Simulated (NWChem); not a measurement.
YClF2; SMILES [F][Y]([F])[Cl]

```xyz
4

Y      0.3273    -0.1740     0.0000
F      0.5402    -1.1769     1.6966
F      0.5402    -1.1769    -1.6966
Cl    -0.1762     2.2404     0.0000
```
Atoms are numbered in this order, from 1.

Level: PBE0/def2-SVP with def2 effective core potentials on Y (NWChem), optimised geometry, unscaled harmonic frequencies. def2 effective core potentials on Y; no spin-orbit coupling.

```json
[
 {"frequency (cm⁻¹)": "46", "IR intensity (km/mol)": "76.0"},
 {"frequency (cm⁻¹)": "106", "IR intensity (km/mol)": "13.2"},
 {"frequency (cm⁻¹)": "143", "IR intensity (km/mol)": "12.5"},
 {"frequency (cm⁻¹)": "368", "IR intensity (km/mol)": "63.5"},
 {"frequency (cm⁻¹)": "621", "IR intensity (km/mol)": "108.0"},
 {"frequency (cm⁻¹)": "641", "IR intensity (km/mol)": "178.9"}
]
```

The zero-point energy is 2.7 kcal/mol and the thermal correction to the enthalpy at 298.15 K (with zero-point energy) is 6.9 kcal/mol. The heat capacity Cv is 15.3 cal/(mol K) and the entropy at 298.15 K and 1 atm (symmetry number 2) is 80.2 cal/(mol K).

Rigid rotor and harmonic oscillator; modes under 100 cm⁻¹ make the entropy uncertain.
